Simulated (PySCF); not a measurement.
# Adding and removing an electron: SnCl

UHF; PySCF, scalar-relativistic core potentials, basis sets Sn def2-TZVPPD with ECP28, Cl def2-TZVPPD. Neutral (UHF): doublet (π ↑), Re = 2.384 Å, ωe = 345 cm⁻¹, De = 2.66 eV, HOMO -7.37 eV, LUMO -0.48 eV.

SnCl⁺ (RHF): singlet (closed shell), Re = 2.258 Å, ωe = 441 cm⁻¹, De = 2.79 eV to Sn⁺ + Cl. The energies at the minima are -672.91475 hartree for SnCl and -672.66801 for SnCl⁺.

Task: Work out the adiabatic ionisation energy, without and with harmonic zero-point energies (1 hartree = 27.2114 eV, 1 eV = 8065.5 cm⁻¹), and the change of the bond length.

Result: At HF: 0.24674 hartree = 6.714 eV between the minima; the zero-point term (441.0 − 345.0)/2 cm⁻¹ = +0.006 eV makes it 6.720 eV. Re changes by -12.6 pm against the neutral. The electron leaves a π orbital, and the shorter bond of the ion fits an antibonding orbital, or a change in how ionic the bond is.

SnCl⁻ (UHF): triplet (π ↑↑), Re = 2.585 Å, ωe = 226 cm⁻¹. The energies at the minima are -672.91475 hartree for SnCl and -672.95698 for SnCl⁻.

Task: Work out the adiabatic electron affinity, without and with harmonic zero-point energies (1 hartree = 27.2114 eV, 1 eV = 8065.5 cm⁻¹), and the change of the bond length.

Result: At UHF: 0.04223 hartree = 1.149 eV between the minima; the zero-point term (345.0 − 226.0)/2 cm⁻¹ = +0.007 eV makes it 1.157 eV. Re changes by +20.1 pm against the neutral. The electron enters a π orbital, and the longer bond of the ion fits an antibonding orbital, or a change in how ionic the bond is.

These are scalar-relativistic numbers at best; spin–orbit coupling would shift them, the dissociation energy most. For an ion De counts to the pair picked by the measured ionisation energies or electron affinities, which need not be the lowest pair at this level. Where the molecule has an RHF reference, its open-shell atoms are computed with UHF. Hartree–Fock leaves out correlation, which carries a large part of most bond energies and some tenths to 1 eV of ionisation energies. States were picked by a PBE0 search and need not be the measured ground states.

Neutral and ion stand on different kinds of reference determinant, which adds to the error of the difference.
